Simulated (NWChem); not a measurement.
System: GeNH5O2; SMILES [NH2][GeH]([OH])[OH]

Here is an NWChem input.

```
start job
memory heap 200 mb stack 900 mb global 1100 mb
geometry units angstroms noautosym nocenter noautoz
  Ge    -0.042387     0.009049     0.318163
  N     -0.117981    -1.642477    -0.435991
  O     -1.249695     1.127103    -0.339233
  O      1.492715     0.771018    -0.147248
  H     -0.206234    -0.122530     1.837391
  H     -0.628863    -2.341085     0.095943
  H     -0.428191    -1.666422    -1.403765
  H     -0.816442     1.871612    -0.773100
  H      2.153216     0.107937    -0.376449
end
basis spherical
  * library sto-3g
end
dft
  xc hfexch
  iterations 150
end
property
  shielding
end
task dft property
```

Excerpt of the output:

```
             Northwest Computational Chemistry Package (NWChem) 7.3.0
             --------------------------------------------------------

                             Geometry "geometry" -> ""
                             -------------------------

 Output coordinates in angstroms (scale by  1.889725989 to convert to a.u.)

  No.       Tag          Charge          X              Y              Z
 ---- ---------------- ---------- -------------- -------------- --------------
    1 Ge                  32.0000    -0.04238700     0.00904900     0.31816300
    2 N                    7.0000    -0.11798100    -1.64247700    -0.43599100
    3 O                    8.0000    -1.24969500     1.12710300    -0.33923300
    4 O                    8.0000     1.49271500     0.77101800    -0.14724800
    5 H                    1.0000    -0.20623400    -0.12253000     1.83739100
    6 H                    1.0000    -0.62886300    -2.34108500     0.09594300
    7 H                    1.0000    -0.42819100    -1.66642200    -1.40376500
    8 H                    1.0000    -0.81644200     1.87161200    -0.77310000
    9 H                    1.0000     2.15321600     0.10793700    -0.37644900

 Effective nuclear repulsion energy (a.u.)     322.2183130548

  xc_inp: hfexch multiplicative factor not found.
                              NWChem Property Module
                              ----------------------

  itol2e modified to match energy
  convergence criterion.

                                 NWChem DFT Module
                                 -----------------

 Summary of "ao basis" -> "ao basis" (spherical)
 ------------------------------------------------------------------------------
       Tag                 Description            Shells   Functions and Types
 ---------------- ------------------------------  ------  ---------------------
 Ge                          sto-3g                  8       18   4s3p1d
 N                           sto-3g                  3        5   2s1p
 O                           sto-3g                  3        5   2s1p
 H                           sto-3g                  1        1   1s

  itol2e modified to match energy
  convergence criterion.

            General Information
            -------------------
          SCF calculation type: DFT
          Wavefunction type:  closed shell.
          No. of atoms     :     9
          No. of electrons :    60
           Alpha electrons :    30
            Beta electrons :    30
          Charge           :     0
          Spin multiplicity:     1
          Use of symmetry is: off; symmetry adaption is: off
          Maximum number of iterations: 150
          AO basis - number of functions:    38
                     number of shells:    22
          Convergence on energy requested:  1.00D-07
          Convergence on density requested:  1.00D-05
          Convergence on gradient requested:  5.00D-04

              XC Information
              --------------
                     Hartree-Fock (Exact) Exchange  1.000

      Superposition of Atomic Density Guess
      -------------------------------------

 Sum of atomic energies:       -2255.12620397

      Non-variational initial energy
      ------------------------------

 Total energy =   -2255.341858
 1-e energy   =   -3811.541199
 2-e energy   =    1233.981027
 HOMO         =      -0.162539
 LUMO         =       0.324186

   convergence    iter        energy       DeltaE   RMS-Dens  Diis-err
 ---------------- ----- ----------------- --------- --------- ---------
 d= 0,ls=0.0,diis     1  -2256.0163791963 -2.58D+03  2.34D-02  5.18D-01
 d= 0,ls=0.0,diis     2  -2256.1154431004 -9.91D-02  4.67D-03  2.25D-02
 d= 0,ls=0.0,diis     3  -2256.1199783548 -4.54D-03  1.87D-03  1.17D-03
 d= 0,ls=0.0,diis     4  -2256.1203903226 -4.12D-04  3.12D-04  3.98D-05
 d= 0,ls=0.0,diis     5  -2256.1204032382 -1.29D-05  1.17D-04  3.52D-06
  Resetting Diis
 d= 0,ls=0.0,diis     6  -2256.1204045978 -1.36D-06  1.84D-05  8.24D-08
 d= 0,ls=0.0,diis     7  -2256.1204046309 -3.30D-08  2.84D-06  4.08D-09

         Total DFT energy =    -2256.120404630869
      One electron energy =    -3806.602624064233
           Coulomb energy =     1332.352399452971
    Exchange-Corr. energy =     -104.088493074452
 Nuclear repulsion energy =      322.218313054846

 Numeric. integr. density =        0.000000000000

                       DFT Final Molecular Orbital Analysis
                       ------------------------------------

 Vector   28  Occ=2.000000D+00  E=-3.595878D-01
              MO Center= -3.0D-01,  7.7D-01, -2.8D-01, r^2= 2.6D+00
   Bfn.  Coefficient  Atom+Function         Bfn.  Coefficient  Atom+Function
  ----- ------------  ---------------      ----- ------------  ---------------
    28      0.659936  3 O  pz                33     -0.513225  4 O  pz
    27      0.396546  3 O  py                21      0.236365  2 N  px
    20      0.161542  2 N  s                 32      0.151497  4 O  py
    31     -0.099778  4 O  px                26     -0.081895  3 O  px
    35     -0.073403  6 H  s                 30      0.062910  4 O  s

 Vector   29  Occ=2.000000D+00  E=-3.368593D-01
              MO Center=  2.3D-01,  6.1D-01,  3.9D-03, r^2= 2.9D+00
   Bfn.  Coefficient  Atom+Function         Bfn.  Coefficient  Atom+Function
  ----- ------------  ---------------      ----- ------------  ---------------
    33      0.588089  4 O  pz                26      0.405601  3 O  px
    28      0.368235  3 O  pz                31      0.326942  4 O  px
    34     -0.313236  5 H  s                 22      0.160925  2 N  py
    20      0.137697  2 N  s                 32      0.124927  4 O  py
    25     -0.118159  3 O  s                 11     -0.107842  1 Ge px

 Vector   30  Occ=2.000000D+00  E=-3.123164D-01
              MO Center= -1.1D-01, -9.1D-01, -3.3D-01, r^2= 2.6D+00
   Bfn.  Coefficient  Atom+Function         Bfn.  Coefficient  Atom+Function
  ----- ------------  ---------------      ----- ------------  ---------------
    21      0.727988  2 N  px                22     -0.339409  2 N  py
    26      0.266253  3 O  px                27     -0.251311  3 O  py
    20      0.223444  2 N  s                 28     -0.202696  3 O  pz
    32      0.202025  4 O  py                31      0.160053  4 O  px
    34      0.146421  5 H  s                 33     -0.116776  4 O  pz

 Vector   31  Occ=0.000000D+00  E= 4.232741D-01
              MO Center= -2.1D-01,  8.3D-02,  1.6D-01, r^2= 2.7D+00
   Bfn.  Coefficient  Atom+Function         Bfn.  Coefficient  Atom+Function
  ----- ------------  ---------------      ----- ------------  ---------------
    10      1.070816  1 Ge s                 34     -0.566739  5 H  s
    20     -0.536030  2 N  s                 25     -0.479468  3 O  s
    26     -0.430464  3 O  px                30     -0.354699  4 O  s
    22     -0.316393  2 N  py                32      0.258209  4 O  py
    37      0.246743  8 H  s                 31      0.206331  4 O  px

 Vector   32  Occ=0.000000D+00  E= 4.560716D-01
              MO Center=  2.5D-01,  1.3D-01,  2.0D-01, r^2= 2.3D+00
   Bfn.  Coefficient  Atom+Function         Bfn.  Coefficient  Atom+Function
  ----- ------------  ---------------      ----- ------------  ---------------
    11      1.011794  1 Ge px                30     -0.510379  4 O  s
    32      0.420164  4 O  py                25      0.397899  3 O  s
    37     -0.296724  8 H  s                 31      0.288998  4 O  px
     7     -0.249521  1 Ge px                38      0.207294  9 H  s
    33     -0.187680  4 O  pz                26      0.185760  3 O  px

[...]

          -----------------------------------------
          Chemical Shielding Tensors (GIAO, in ppm)
          -----------------------------------------

                                NWChem CPHF Module
                                ------------------

  scftype          =     RHF
  nclosed          =       30
  nopen            =        0
  variables        =      240
  # of vectors     =        3
  tolerance        = 0.10D-03
  level shift      = 0.00D+00
  max iterations   =       50
  max subspace     =       30

 SCF residual:    4.0263597823778800E-005

Iterative solution of linear equations
  No. of variables      240
  No. of equations        3
  Maximum subspace       30
        Iterations       50
       Convergence  1.0D-04

   iter   nsub   residual    time
   ----  ------  --------  ---------
     1      3    1.43D+00       2.6
     2      6    9.08D-02       2.9
     3      9    2.33D-02       3.1
     4     12    6.99D-03       3.4
     5     15    1.08D-03       3.6
     6     18    1.82D-04       3.9
     7     21    3.50D-05       4.1

      Atom:    1  Ge
        Diamagnetic
   2733.6469      0.1453      0.0163
      0.1453   2736.1034      0.4935
      0.0163      0.4935   2731.0953

        Paramagnetic
   -429.7841      0.8382     20.0619
      0.8382   -469.1786     14.2523
     20.0619     14.2523   -558.2445

        Total Shielding Tensor
   2303.8629      0.9835     20.0782
      0.9835   2266.9248     14.7458
     20.0782     14.7458   2172.8508

           isotropic =    2247.8795
          anisotropy =      88.8736

          Principal Components and Axis System
                 1           2           3
             2307.1286   2268.7701   2167.7398

      1         0.9844     -0.1021     -0.1434
      2         0.0813      0.9862     -0.1441
      3         0.1561      0.1302      0.9791

      Atom:    2  N
        Diamagnetic
    293.7889      7.2127      0.5387
      7.2127    325.3955      6.4516
      0.5387      6.4516    314.6299

        Paramagnetic
     37.3911      2.0769     -7.0467
      2.0769      6.7820    -40.8910
     -7.0467    -40.8910     89.8901

        Total Shielding Tensor
    331.1800      9.2896     -6.5081
      9.2896    332.1775    -34.4394
     -6.5081    -34.4394    404.5200

           isotropic =     355.9592
          anisotropy =      95.0408

          Principal Components and Axis System
                 1           2           3
              419.3197    332.8034    315.7545

      1        -0.1075      0.9135     -0.3923
      2        -0.3753      0.3281      0.8669
      3         0.9206      0.2405      0.3076

      Atom:    3  O
        Diamagnetic
    380.9406    -10.6453      6.0031
    -10.6453    386.5838    -18.4772
      6.0031    -18.4772    364.2319

        Paramagnetic
    102.4313    114.2533    -62.1305
    114.2533     79.9925     14.6774
    -62.1305     14.6774     78.6153

        Total Shielding Tensor
    483.3719    103.6080    -56.1273
    103.6080    466.5763     -3.7998
    -56.1273     -3.7998    442.8472

           isotropic =     464.2651
          anisotropy =     192.0272

          Principal Components and Axis System
                 1           2           3
              592.2833    445.2274    355.2847

      1         0.7339     -0.0702     -0.6756
      2         0.6137      0.4950      0.6151
      3        -0.2912      0.8660     -0.4064

      Atom:    4  O
        Diamagnetic
    398.5160      5.2392    -13.5844
      5.2392    375.7319     -1.1914
    -13.5844     -1.1914    357.8295

        Paramagnetic
      2.7632    -91.0589     31.4124
    -91.0589    170.8928     27.6999
     31.4124     27.6999     83.1522

        Total Shielding Tensor
    401.2793    -85.8197     17.8280
    -85.8197    546.6246     26.5085
     17.8280     26.5085    440.9817

           isotropic =     462.9619
          anisotropy =     188.0222

          Principal Components and Axis System
                 1           2           3
              588.3100    447.6704    352.9051

      1        -0.4053      0.3200      0.8564
      2         0.9070      0.0238      0.4204
      3         0.1142      0.9471     -0.2999

      Atom:    5  H
        Diamagnetic
     25.0644      0.2807     -2.2251
      0.2807     25.5693     -1.4910
     -2.2251     -1.4910     45.2108

        Paramagnetic
      0.0403     -0.2260      0.5256
     -0.2260     -0.0022      0.7973
      0.5256      0.7973     -3.4866

        Total Shielding Tensor
     25.1047      0.0547     -1.6995
      0.0547     25.5671     -0.6936
     -1.6995     -0.6936     41.7242

           isotropic =      30.7987
          anisotropy =      16.6907

          Principal Components and Axis System
                 1           2           3
               41.9258     25.5379     24.9323

      1        -0.1006     -0.0296      0.9945
      2        -0.0425      0.9988      0.0254
      3         0.9940      0.0397      0.1017

      Atom:    6  H
        Diamagnetic
     25.7081      7.6564     -3.7894
      7.6564     39.1445     -5.1686
     -3.7894     -5.1686     28.1233

        Paramagnetic
      2.6168      0.2484     -0.4639
      0.2484      2.2025     -1.4340
     -0.4639     -1.4340      6.1155

        Total Shielding Tensor
     28.3249      7.9048     -4.2533
      7.9048     41.3470     -6.6026
     -4.2533     -6.6026     34.2388

           isotropic =      34.6369
          anisotropy =      21.7751

          Principal Components and Axis System
                 1           2           3
               49.1536     30.3165     24.4406

      1         0.3956      0.0546      0.9168
      2         0.7928      0.4838     -0.3708
      3        -0.4637      0.8735      0.1481

      Atom:    7  H
        Diamagnetic
     23.1629      1.6619      4.8906
      1.6619     28.0820      4.6155
      4.8906      4.6155     41.5311

        Paramagnetic
      2.5130      0.3190      0.2111
      0.3190      3.1272     -1.9500
      0.2111     -1.9500      5.7607

        Total Shielding Tensor
     25.6758      1.9808      5.1017
      1.9808     31.2092      2.6655
      5.1017      2.6655     47.2918

           isotropic =      34.7256
          anisotropy =      21.3461

          Principal Components and Axis System
                 1           2           3
               48.9563     30.9654     24.2551

      1         0.2247      0.1609      0.9611
      2         0.1692      0.9648     -0.2011
      3         0.9596     -0.2078     -0.1896

      Atom:    8  H
        Diamagnetic
     26.2774      1.5862     -0.9865
      1.5862     39.4430    -11.1177
     -0.9865    -11.1177     25.9078

        Paramagnetic
      8.1603      2.2975     -1.3005
      2.2975      5.1230      0.8919
     -1.3005      0.8919      5.2773

        Total Shielding Tensor
     34.4377      3.8837     -2.2870
      3.8837     44.5660    -10.2258
     -2.2870    -10.2258     31.1851

           isotropic =      36.7296
          anisotropy =      21.8538

          Principal Components and Axis System
                 1           2           3
               51.2988     33.2378     25.6521

      1         0.2581      0.9659      0.0207
      2         0.8490     -0.2370      0.4722
      3        -0.4610      0.1043      0.8812

      Atom:    9  H
        Diamagnetic
     40.9669     -6.6750     -6.3657
     -6.6750     29.0526      2.5486
     -6.3657      2.5486     21.5828

        Paramagnetic
      3.7260     -1.0896      1.0897
     -1.0896      9.3078      0.3952
      1.0897      0.3952      5.9985

        Total Shielding Tensor
     44.6929     -7.7646     -5.2760
     -7.7646     38.3604      2.9438
     -5.2760      2.9438     27.5813

           isotropic =      36.8782
          anisotropy =      21.8319

          Principal Components and Axis System
                 1           2           3
               51.4328     33.1736     26.0283

      1         0.8084      0.5374      0.2403
      2        -0.5353      0.8409     -0.0796
      3        -0.2449     -0.0643      0.9674
```

Level: Hartree-Fock/STO-3G, GIAO. STO-3G and 3-21G are far too small for this property and stand as cheap habits. Geometry: optimised at PBE0/def2-SVP. The printed shielding anisotropy is the first printed principal value minus the mean of the other two.
